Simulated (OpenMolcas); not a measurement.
A calculation on O3+.

- Program: OpenMolcas
- Method: XMS-CASPT2, IPEA 0.25 Eh, imaginary shift 0.1 Eh (closed shells correlated: 1s)
- Basis: ANO-RCC-VTZP [4s3p2d1f]
- Scalar Hamiltonian: DKH2, point nucleus
- Active space: 3 electrons in 8 orbitals (2s 2p 3s 3p)
- State averaging: 2S+1 = 4 odd, 1 root; 2S+1 = 2 odd, 11 roots; 2S+1 = 4 even, 3 roots; 2S+1 = 2 even, 9 roots
- Spin-orbit coupling: state interaction with AMFI integrals over the reference wave functions, term energies averaged over their components

(1) Which level of the active space comes out lowest?

(2) How high does 2s2 2p 2P* 3/2 lie?

(3) How high does 2p3 4S* 3/2 lie?

(4) How high does 2s 2p2 4P 5/2 lie?

Measured values: Moore, Selected Tables of Atomic Spectra, NSRDS-NBS 3, section 10.

Results:

(1) 2s2 2p 2P* 1/2, with 100 % of that term; it is also the measured ground level.

(2) 377 cm-1 above the lowest level; measured 386 cm-1 above the ground level, so the calculation is off by -2 %.

(3) 232390 cm-1 above the lowest level; measured 231538 cm-1 above the ground level, so the calculation is off by 0 %.

(4) 71580 cm-1 above the lowest level; measured 71756 cm-1 above the ground level, so the calculation is off by 0 %.

Active for correlation alone: 3p 3s; no level in the range computed is led by a configuration that fills them, so any true level of that kind is missing. Computed and measured levels are paired by configuration, term and J; levels that our copy of the source lacks, or whose pairing is in doubt (as where it misses far off the trend of its configuration), stay unpaired and out of the deviations. Levels of configurations outside the active space are missing.

* marks odd parity.
